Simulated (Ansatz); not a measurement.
Abridged output of a molecular run in Ansatz:

```
Functional definition: HF
981 factors; integrals over basis functions are off by at most 1.2e-3 eV
mean field evaluation 1: about -18337.5479 eV, gradient 3.0e1 eV
mean field evaluation 2: about -18337.5495 eV, gradient 3.0e1 eV
mean field evaluation 4: about -18340.0355 eV, gradient 3.5e0 eV
mean field evaluation 8: about -18340.0792 eV, gradient 6.8e-5 eV
mean field -18340.07916730 eV, -673.9854780463 hartree, gradient 2.6e-6 eV, S^2 0.000000; 0 other end points of the search recorded, 0 dependent functions left out
12 core orbitals not correlated: weight in the atoms' cores, before any rotation towards them, 1.000 or more for the frozen orbitals, at most 0.000 for the correlated occupied ones
reference -18340.07916730 eV, -673.9854780463 hartree; 12, 12 occupied and 75, 75 virtual orbitals, 981 factors
second order -13.65809614 eV of doubles, -0.00000000 eV of singles
cycle   1  -14.64658521 eV  change   -9.9e-1 eV  update   9.1e-2
cycle   2  -15.12680588 eV  change   -4.8e-1 eV  update   2.8e-2
cycle   3  -15.19326553 eV  change   -6.6e-2 eV  update   1.1e-2
cycle   4  -15.18963583 eV  change    3.6e-3 eV  update   3.3e-3
cycle   5  -15.18963789 eV  change   -2.1e-6 eV  update   1.4e-3
cycle   6  -15.18945030 eV  change    1.9e-4 eV  update   4.7e-4
cycle   7  -15.18934912 eV  change    1.0e-4 eV  update   1.8e-4
cycle   8  -15.18938393 eV  change   -3.5e-5 eV  update   6.1e-5
cycle   9  -15.18938955 eV  change   -5.6e-6 eV  update   1.9e-5
perturbative correction -0.45957573 eV, -0.0168890967 hartree
Total energy: -18355.72813259 eV, -674.5605669131 hartree
```

Its atoms:

Z-matrix (Å, degrees):
```
C
Si 1 1.920
N 1 1.466 2 97.1
H 1 1.097 2 112.9 3 -118.7
H 1 1.097 2 112.9 3 118.7
Si 2 2.327 1 75.8 3 0.0
H 2 1.488 1 114.5 3 116.9
H 2 1.488 1 114.5 3 -116.9
H 3 1.007 1 118.4 2 180.0
H 6 1.494 2 120.7 1 -112.0
H 6 1.494 2 120.7 1 112.0
```

Q: Which basis set was used?
A. def2-QZVPP
B. def2-SVPD
C. cc-pV(T+d)Z
D. def2-SVP

A: D. It gives 99 functions.

Q: Write the keys of the input that set method, charge and spin (a neutral closed shell needs none for the last two).

A: 
```yaml
correlation: {method: ccsd_t}
```
